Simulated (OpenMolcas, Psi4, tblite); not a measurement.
# SnSe (SMILES [Se][Sn]): the vertical ionisation energy, rung by rung

SnSe: 2 atoms, total charge 0, spin state singlet. As SMILES, `[Se][Sn]`. The shape is that of a PBE0-D4/def2-TZVP optimisation.

| atom | x (Å) | y (Å) | z (Å) |
| --- | --- | --- | --- |
| Se | 0.0000 | 0.0000 | 0.0065 |
| Sn | 0.0000 | 0.0000 | 2.3318 |

Each level gives the vertical ionisation energy (to the doublet cation) (eV). The values are calculated.

```json
{"level": "GFN1-xTB", "kind": "semi-empirical", "program": "tblite", "value (eV)": "13.87", "CPU time (all runs)": "under 2 s"}
{"level": "HF/def2-TZVP (core potential)", "kind": "Hartree–Fock", "program": "OpenMolcas", "value (eV)": "8.51", "CPU time (all runs)": "22 s"}
{"level": "SVWN5/def2-TZVP (core potential)", "kind": "LDA", "program": "OpenMolcas", "value (eV)": "9.46", "CPU time (all runs)": "41 s"}
{"level": "PBE/def2-TZVP (core potential)", "kind": "GGA", "program": "OpenMolcas", "value (eV)": "9.14", "CPU time (all runs)": "53 s"}
{"level": "r2SCAN/def2-TZVP (core potential)", "kind": "meta-GGA", "program": "OpenMolcas", "value (eV)": "9.17", "CPU time (all runs)": "77 s"}
{"level": "B3LYP/def2-TZVP (core potential)", "kind": "global hybrid", "program": "OpenMolcas", "value (eV)": "9.12", "CPU time (all runs)": "55 s"}
{"level": "M06-2X/def2-TZVP (core potential)", "kind": "hybrid meta-GGA", "program": "OpenMolcas", "value (eV)": "9.19", "CPU time (all runs)": "66 s"}
{"level": "CCSD/def2-TZVP (core potential)", "kind": "coupled cluster or CI", "program": "Psi4", "value (eV)": "9.32", "CPU time (all runs)": "5.3 min"}
```

Spin-orbit coupling, which can split open shells on such heavy atoms by tenths of an eV, is left out. The values span 8.51 to 13.87 eV. The xTB values lack the empirical shift that such differences need. In the correlated wave-function rows the outer d shell of Se, Sn is correlated, in sets not made for it. CPU times are rough (shared hosts, several kinds of processor): they show what a rung costs within a factor of a few.
